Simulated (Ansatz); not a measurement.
A trace of molecular dynamics of BCl₂H₄N (8 atoms, charge 0, multiplicity 1).

All numbers below come from Ansatz, RHF/def2-SVP.

```
ensemble                      : NVE (velocity Verlet)
starting velocities drawn for : 100 K
seed                          : 7439
```

| time (fs) | T (K) | potential energy less start (eV) | conserved less start (meV/atom) |
| --- | --- | --- | --- |
| 0 | 100 | 0.000 | 0.00 |
| 4 | 70 | 0.024 | 0.04 |
| 8 | 215 | -0.089 | 0.02 |
| 12 | 750 | -0.504 | -0.02 |
| 16 | 1650 | -1.203 | -0.06 |
| 20 | 2385 | -1.773 | -0.13 |
| 24 | 2814 | -2.105 | -0.06 |
| 28 | 3129 | -2.349 | -0.01 |
| 32 | 3002 | -2.251 | 0.06 |
| 36 | 2631 | -1.962 | 0.16 |
| 40 | 2491 | -1.853 | 0.14 |
| 44 | 2316 | -1.718 | 0.08 |
| 48 | 2183 | -1.615 | 0.04 |
| 52 | 2494 | -1.858 | -0.06 |
| 56 | 2748 | -2.055 | -0.17 |
| 60 | 2793 | -2.089 | -0.13 |
| 64 | 3022 | -2.267 | -0.10 |
| 68 | 3055 | -2.292 | -0.10 |
| 72 | 2642 | -1.971 | 0.09 |
| 76 | 2361 | -1.752 | 0.14 |
| 80 | 2168 | -1.603 | 0.16 |
| 84 | 2221 | -1.644 | 0.14 |
| 88 | 2583 | -1.925 | 0.08 |
| 92 | 3002 | -2.252 | -0.12 |
| 96 | 2965 | -2.222 | -0.04 |
| 100 | 3060 | -2.296 | -0.13 |

Question: Can this run be trusted? Judge the integration.

Answer: The conserved energy stayed within 0.21 meV per atom of its start (net change -0.13 meV per atom), so the integration is sound. The kinetic energy rose, since the run started high on the potential surface and went downhill. It ends in pieces (BCl2H2N + H2), so much of that is their flight and rotation, not heat. A run of 0.1 ps of so small a system gives no equilibrium averages. The orbitals stay closed-shell, which can raise the energy where a bond breaks towards radicals; this wasn't checked here. The time step was 0.5 fs.

The run took 3.5 min on 1 thread of Arm Neoverse V2, with other jobs on the host, peak memory 0.15 GiB.
